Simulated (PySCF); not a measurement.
## Trend along the second period: MS molecules

r²SCAN with double-zeta basis sets in PySCF, for the lowest determinant that a PBE0 search found; no spin–orbit coupling. De refers to high-spin ground-configuration atoms. A positive dipole means M(−)S(+).

| M | basis | state (unpaired electrons) | Re (Å) | ωe (cm⁻¹) | De (eV) | μ (D) |
| --- | --- | --- | --- | --- | --- | --- |
| Li | aug-cc-pVDZ/aug-cc-pV(D+d)Z | doublet (π ↑) | 2.190 | 558 | 3.21 | -7.16 |
| Be | def2-SVP | singlet (closed shell) | 1.760 | 995 | 3.66 | -5.11 |
| B | def2-SVP | doublet (σ ↑) | 1.619 | 1210 | 6.31 | -0.88 |
| C | cc-pVDZ/cc-pV(D+d)Z | singlet (closed shell) | 1.549 | 1304 | 7.23 | 1.78 |
| N | x2c-SVPall | doublet (π ↑) | 1.511 | 1247 | 4.59 | 1.75 |
| O | aug-cc-pV(D+d)Z/aug-cc-pVDZ | triplet (π ↑↑) | 1.508 | 1119 | 5.54 | 1.42 |
| F | def2-SVP | doublet (π ↑) | 1.627 | 839 | 3.51 | 1.00 |

The shortest bond is that of SO (1.508 Å), the longest that of LiS (2.190 Å). CS is bound most strongly (7.23 eV) and LiS least (3.21 eV).

The rows differ in basis set, which adds steps of its own.

The state changes along the series, so neighbouring rows are not always alike in their bonding.

States were picked by a PBE0 search and need not be the measured ground states.
